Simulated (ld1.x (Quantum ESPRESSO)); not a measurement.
What one change does to a pseudopotential (cadmium (Cd), PAW)

```json
{"Element": "cadmium", "Generator": "ld1.x (Quantum ESPRESSO) 7.5", "Type": "PAW", "Functional": "PBE", "Relativity": "scalar-relativistic", "Frozen core": "[Kr]", "Valence charge": "12", "Reference configuration": "4d10 5s2 5p0", "Partial waves": "5s (bound): rcut 1.60, rcutus 2.15 bohr; 5s channel at 2.2 Ry: rcut 1.60, rcutus 2.15 bohr; 5p (bound, empty): rcut 2.00, rcutus 2.25 bohr; 5p channel at 1.9 Ry: rcut 2.00, rcutus 2.25 bohr; 4d (bound): rcut 1.50, rcutus 2.00 bohr; 4d channel at 0.1 Ry: rcut 1.50, rcutus 2.00 bohr; 4f channel at 0.05 Ry: rcut 1.90, rcutus 2.40 bohr; 4f channel at 1.25 Ry: rcut 1.90, rcutus 2.40 bohr", "Local potential": "all-electron potential smoothed inside 2.35 bohr (lloc = -1)", "Core correction": "Bessel-smoothed model core inside 1.85 bohr", "Augmentation charge": "PSQ, inside the norm-conserving radii"}
```

All-electron outer shells of the reference configuration (PBE, scalar-relativistic, ld1.x):

```
shell  level (eV)  outermost node (bohr)  outermost maximum (bohr)
   4s     -105.92                   0.43                      0.79
   4p      -66.97                   0.43                      0.84
   4d      -11.73                   0.42                      0.98
   5s       -5.66                   1.07                      2.35
   5p       -1.18                   1.20                      3.33
```

Change: wave 5s channel at 2.2 Ry: rcut 1.60, rcutus 2.15 bohr becomes 5s channel at 0.01 Ry: rcut 1.60, rcutus 2.15 bohr.

Cutoffs: the cutoffs (Ry, on a coarse ladder) from which the occupation-weighted sum of valence levels, in a spherical-Bessel basis at the reference potential, stays within 10 and 1 mRy of its value at 400 Ry; they do not see the model core or the augmentation charge, which bear on the density cutoff. Errors are all-electron minus pseudo energies relative to the spin-unpolarised reference configuration.

Problem. What does the change do?

Solution. The potential gets neither clearly harder nor softer (30 Ry and 45 Ry → 30 Ry and 45 Ry); of the 6 tests that both files solve, the error grows in 0 and shrinks in 2 by more than 15 % and 0.3 meV (median size 12.3 → 9.8 meV); the range in which the s phases agree narrows (upper end 4.4 → 2.5); neither file shows a bound ghost at the reference potential, the only one tested.

```csv
quantity,base,changed
"cutoff, loose",30 Ry,30 Ry
"cutoff, tight",45 Ry,45 Ry
bound ghosts,none,none
"tests counted (converged, no solver errors)",6 of 7,6 of 7
"error for 4d10 5s1 5p0, meV [ΔE 9.27 eV]",-1.9,-1.9
"error for 4d10 5s0 5p0, meV [ΔE 26.40 eV]",-5.1,-5.1
"error for 4d9 5s0 5p0, meV [ΔE 64.41 eV]",-82,-82
"error for 4d9 5s2 5p1, meV [ΔE 12.65 eV]",-26,-21
"error for 4d9 5s2 5p0, meV [ΔE 17.97 eV]",-19,-15
"error for 4d10 5s0 5p1, meV [ΔE 15.05 eV]",-2.2,-2.2
s: phases at 2.61 bohr within 0.05 rad from the reference energy up to (Ry; the scan ends near 5),4.4,2.5
p: phases at 2.61 bohr within 0.05 rad from the reference energy up to (Ry; the scan ends near 5),3.4,3.4
d: phases at 2.61 bohr within 0.05 rad from the reference energy up to (Ry; the scan ends near 5),to the end of the scan,to the end of the scan
f: phases at 2.61 bohr within 0.05 rad from the reference energy up to (Ry; the scan ends near 5),4.2,4.2
lowest overlap eigenvalue by channel,"s 0.50, p 0.59, d 0.34, f 0.97","s 0.46, p 0.59, d 0.34, f 0.97"
```

Base: Tests not counted: 4d8 5s0 5p0 (solver errors, printed error -675 eV). Changed file: Tests not counted: 4d8 5s0 5p0 (solver errors, printed error -675 eV).
